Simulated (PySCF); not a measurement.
CHO₂, SMILES [OH+]=C=O, charge +1.

Geometry: PBE0-D3(BJ)/def2-TZVP. The isomer is the one that the SMILES or the coordinates give; other isomers of the formula were not compared.

Computed with TDA-B3LYP/def2-TZVPD (PySCF).

Vertical excitations. Isolated molecule, no solvent. State labels are in the subgroup Cs.

Problem. Estimate the UV-visible absorptions. (An estimate is asked for; the answer gives what the named calculation found.)

Solution. 
```
state  symmetry  energy (eV)  λ (nm)      f                                                                 main pairs
-----  --------  -----------  ------  -----  -------------------------------------------------------------------------
S1           A"         8.40     148  0.000                                                             HOMO→LUMO 98 %
S2           A'         9.40     132  0.001                                         HOMO−1→LUMO 52 %, HOMO→LUMO+1 46 %
S3           A"        10.04     123  0.000                                       HOMO−1→LUMO+1 69 %, HOMO→LUMO+2 30 %
S4           A"        10.13     122  0.000                                       HOMO→LUMO+2 69 %, HOMO−1→LUMO+1 29 %
S5           A'        10.90     114  0.005                                                         HOMO−1→LUMO+2 97 %
S6           A"        11.91     104  0.001                                                           HOMO−3→LUMO 97 %
S7           A'        12.36     100  0.008                                                           HOMO−2→LUMO 84 %
S8           A'        12.90      96  0.012                                       HOMO−4→LUMO 62 %, HOMO−3→LUMO+1 26 %
S9           A"        12.95      96  0.019                                                           HOMO→LUMO+3 95 %
S10          A'        13.06      95  0.313  HOMO−2→LUMO+2 45 %, HOMO→LUMO+1 19 %, HOMO−1→LUMO 15 %, HOMO−1→LUMO+3 8 %
T1           A'         7.82     158      0                                         HOMO−1→LUMO 74 %, HOMO→LUMO+1 21 %
T2           A"         7.88     157      0                                                             HOMO→LUMO 93 %
T3           A'         8.39     148      0                                         HOMO→LUMO+1 77 %, HOMO−1→LUMO 21 %
T4           A"         9.54     130      0                                       HOMO−1→LUMO+1 79 %, HOMO→LUMO+2 13 %
```
Triplets are in the Tamm–Dancoff approximation.
